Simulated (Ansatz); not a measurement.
C3H10Si (SMILES C[SiH](C)C), singlet, at a GFN2-xTB geometry; CAM-B3LYP/3-21G run with Ansatz (an electronic-structure program).

Here is a job for Ansatz.
Ansatz 0.2 input:
```yaml
crystal:
  periodic: [false, false, false]
  atoms:
    - {symbol: Si, position_ang: [0.04227581, 0.17410565, 0.35767998]}
    - {symbol: C, position_ang: [-0.94677323, 1.32330318, -0.79306653]}
    - {symbol: C, position_ang: [1.75998590, -0.15337865, -0.39419538]}
    - {symbol: C, position_ang: [-0.88714883, -1.47441790, 0.56171541]}
    - {symbol: H, position_ang: [0.19817869, 0.81616493, 1.67671672]}
    - {symbol: H, position_ang: [-1.08207267, 0.88244973, -1.77698739]}
    - {symbol: H, position_ang: [-1.93349276, 1.53106784, -0.39013129]}
    - {symbol: H, position_ang: [-0.44225768, 2.27526120, -0.92863343]}
    - {symbol: H, position_ang: [2.35085242, -0.80627152, 0.24121477]}
    - {symbol: H, position_ang: [1.68499224, -0.62713212, -1.36922950]}
    - {symbol: H, position_ang: [2.31726365, 0.76979478, -0.52198718]}
    - {symbol: H, position_ang: [-1.02111986, -1.97760373, -0.39202130]}
    - {symbol: H, position_ang: [-1.87270611, -1.32118853, 0.99105908]}
    - {symbol: H, position_ang: [-0.34788226, -2.15306147, 1.21575889]}
basis:
  gaussian:
    orbitals: 3-21G.json
    nuclear_model: gaussian
hamiltonian:
  xc: cam_b3lyp
```
The basis file holds 3-21G in the JSON format of the Basis Set Exchange.

### Question
What does Ansatz print? Leave out banner, timings and long lists.

### Answer

```
Functional definition: CAM-B3LYP
732 factors; integrals over basis functions are off by at most 1.0e-3 eV
311 factors; integrals over basis functions are off by at most 5.2e-6 eV
mean field evaluation 1: about -11085.9489 eV, gradient 4.9e1 eV
mean field evaluation 2: about -11087.5160 eV, gradient 3.9e1 eV
mean field evaluation 4: about -11091.1532 eV, gradient 1.4e-1 eV
mean field evaluation 8: about -11091.1602 eV, gradient 9.7e-4 eV
mean field -11091.16024599 eV, -407.5926211817 hartree, gradient 1.8e-5 eV, S^2 0.000000; 0 other end points of the search recorded, 0 dependent functions left out
reference -11091.16036685 eV, -407.5926256233 hartree; 21, 21 occupied and 39, 39 virtual orbitals, 732 factors
Total energy: -11091.16036685 eV, -407.5926256233 hartree
```
